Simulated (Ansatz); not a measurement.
Reaction (redistribution): `[SiH3]OB1N[SiH2]1` + `C[SiH2]B(F)S` → `C[SiH2]B1N[SiH2]1` + `FB(S)O[SiH3]`

Program: Ansatz. Geometries: PBE0-D4/def2-TZVP. ΔE: electronic, gas phase. CBS: MP2 limit from def2 TZ/QZ plus the TZ coupled-cluster correction, frozen cores. Functionals use def2-TZVPP. One conformer a species, not always the lowest.

`[SiH3]OB1N[SiH2]1`:

Z-matrix (Å, degrees):
```
Si
O 1 1.651
H 1 1.483 2 108.4
H 1 1.483 2 108.1 3 118.7
H 1 1.484 2 110.4 3 -120.7
B 2 1.346 1 131.9 3 117.4
Si 6 1.933 2 161.9 1 0.6
N 6 1.387 2 136.7 1 -179.5
H 7 1.488 6 125.8 2 -88.9
H 7 1.488 6 125.8 2 88.8
H 8 1.009 6 139.1 2 0.0
```

`C[SiH2]B(F)S`:

```xyz
11

C    -0.933   -0.907    0.772
Si   -0.312    0.827    0.417
B     1.151    0.852   -0.991
F     1.703    2.004   -1.361
S     1.796   -0.614   -1.819
H    -1.352   -1.367   -0.127
H    -1.718   -0.888    1.531
H    -0.128   -1.546    1.144
H     0.222    1.443    1.666
H    -1.436    1.686   -0.053
H     1.006   -1.491   -1.180
```

`C[SiH2]B1N[SiH2]1`:

Z-matrix (Å, degrees):
```
C
Si 1 1.879
H 1 1.093 2 110.8
H 1 1.092 2 111.0 3 -120.0
H 1 1.093 2 110.8 3 120.0
B 2 1.995 1 113.9 3 -60.0
H 2 1.492 1 109.6 3 61.5
H 2 1.492 1 109.6 3 178.5
Si 6 1.943 2 159.1 1 180.0
N 6 1.380 2 140.0 1 -0.1
H 9 1.485 6 125.0 2 -90.0
H 9 1.485 6 125.0 2 89.9
H 10 1.009 6 136.7 2 0.0
```

`FB(S)O[SiH3]`:

Cartesian coordinates in Å:
```
F 0.771 -0.832 -2.234
B 0.372 -0.663 -0.978
S 0.212 -2.110 0.112
O 0.100 0.583 -0.556
Si -0.405 1.336 0.826
H 0.597 -2.996 -0.820
H 0.651 2.291 1.235
H -1.661 2.056 0.517
H -0.636 0.335 1.897
```

Q: Is it downhill or uphill in electronic energy at CCSD(T)/CBS, and by how much? (Estimate.)

A: The calculation gave: Downhill: ΔE = -0.39 eV.

Q: What do these levels give: PBE-D4, r2SCAN-D4, PBE0-D4, ωB97X-V, ωB97M-V, B2PLYP, PBE, r2SCAN, PBE0, HF/def2-TZVPP, SCS-MP2/def2-QZVPP, MP2/CBS(def2)? (Best estimate.)

A: The calculation gave: PBE-D4 -0.31, r2SCAN-D4 -0.36, PBE0-D4 -0.35, ωB97X-V -0.36, ωB97M-V -0.37, B2PLYP -0.37, PBE -0.31, r2SCAN -0.36, PBE0 -0.36, HF/def2-TZVPP -0.42, SCS-MP2/def2-QZVPP -0.39, MP2/CBS(def2) -0.39 eV.

Largest T1 diagnostic among the species: 0.014.

From PBE to PBE0 (25 % exact exchange), in def2-TZVPP and without D4, ΔE moves by −0.04 eV.
